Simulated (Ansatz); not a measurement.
Input file for BClGeH₄ (`Cl[BH][GeH3]`):

```yaml
crystal:
  periodic: [false, false, false]
  atoms:
    - {symbol: Cl, position_ang: [-1.975996, -1.523879, 0.066785]}
    - {symbol: B, position_ang: [-0.280894, -1.157897, 0.180494]}
    - {symbol: Ge, position_ang: [0.359580, 0.783236, -0.117538]}
    - {symbol: H, position_ang: [0.439379, -2.075382, 0.430030]}
    - {symbol: H, position_ang: [-0.027975, 1.246978, -1.533255]}
    - {symbol: H, position_ang: [-0.333760, 1.723964, 0.884039]}
    - {symbol: H, position_ang: [1.880967, 0.934979, 0.043845]}
basis:
  gaussian: {orbitals: def2-SVP}
correlation: {method: ccsd_t}
```

```sh
$ ansatz run in.yaml --threads 2 --pin off --events-out ev --progress --plain
```

The program prints (abridged):

```
Functional definition: HF
825 factors; integrals over basis functions are off by at most 1.3e-3 eV
mean field evaluation 1: about -69699.9359 eV, gradient 1.4e1 eV
mean field evaluation 2: about -69699.9605 eV, gradient 1.4e1 eV
mean field evaluation 4: about -69700.9784 eV, gradient 2.1e0 eV
mean field evaluation 8: about -69700.9950 eV, gradient 1.3e-1 eV
mean field evaluation 16: about -69700.9616 eV, gradient 3.0e-1 eV
mean field -69700.99502811 eV, -2561.4643222519 hartree, gradient 3.2e-6 eV, S^2 0.000000; 0 other end points of the search recorded, 0 dependent functions left out
15 core orbitals not correlated: weight in the atoms' cores, before any rotation towards them, 1.000 or more for the frozen orbitals, at most 0.000 for the correlated occupied ones
reference -69700.99502811 eV, -2561.4643222519 hartree; 14, 14 occupied and 55, 55 virtual orbitals, 825 factors
second order -12.34135981 eV of doubles, -0.00000000 eV of singles
cycle   1  -12.80889502 eV  change   -4.7e-1 eV  update   9.0e-2
cycle   2  -13.24878890 eV  change   -4.4e-1 eV  update   2.8e-2
cycle   3  -13.30589804 eV  change   -5.7e-2 eV  update   1.4e-2
cycle   4  -13.29723119 eV  change    8.7e-3 eV  update   4.2e-3
cycle   5  -13.29778198 eV  change   -5.5e-4 eV  update   1.4e-3
cycle   6  -13.29698303 eV  change    8.0e-4 eV  update   4.3e-4
cycle   7  -13.29701882 eV  change   -3.6e-5 eV  update   1.5e-4
cycle   8  -13.29707637 eV  change   -5.8e-5 eV  update   4.5e-5
cycle   9  -13.29707984 eV  change   -3.5e-6 eV  update   1.4e-5
perturbative correction -0.36009290 eV, -0.0132331700 hartree
Total energy: -69714.65220086 eV, -2561.9662140930 hartree
```

It took 2.8 s on 2 threads of a server CPU on a shared host, with 0.23 GiB of host memory at the peak.

The correlation energy is -13.657 eV, 2.6 % of it from (T); the T1 diagnostic reads 0.0125.
